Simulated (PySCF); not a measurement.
Ti(F)(SH)3 (FH₃S₃Ti), SMILES [SH][Ti]([SH])([F])[SH], multiplicity 1.

Coordinates come from a PBE0-D3(BJ)/def2-SVP optimisation. The multiplicity is an assumed one; no other spin state was optimised. The structure was generated by enumeration; whether it is a known compound was not checked. One conformer was computed; it need not be the lowest.

Two levels are set side by side: TDA-PBE/def2-SVPD (PySCF) and TDA-PBE0/def2-SVPD (PySCF). Vertical, same geometry. The lowest singlet is HOMO→LUMO 91 % with PBE and HOMO→LUMO 88 % with the other functional; states are paired by order. Differences are taken from unrounded values.

```
quantity                              TDA-PBE0
------------------------------------  --------
lowest singlet excitation (eV)            3.37
lowest triplet excitation (TDA) (eV)      3.03
```

What does TDA-PBE give, and how far is it from TDA-PBE0? (Estimate from the structure and the level; the computed values follow.)


```csv
quantity,TDA-PBE,TDA-PBE minus TDA-PBE0
lowest singlet excitation (eV),2.88,-0.50
lowest triplet excitation (TDA) (eV),2.64,-0.39
```

A lower first singlet is the usual sign of a functional without exact exchange. Differences between two approximate levels are no errors against the true value.

Rough cost on one machine, each run with all the roots and properties that it gave: TDA-PBE0 against TDA-PBE about 2 times.
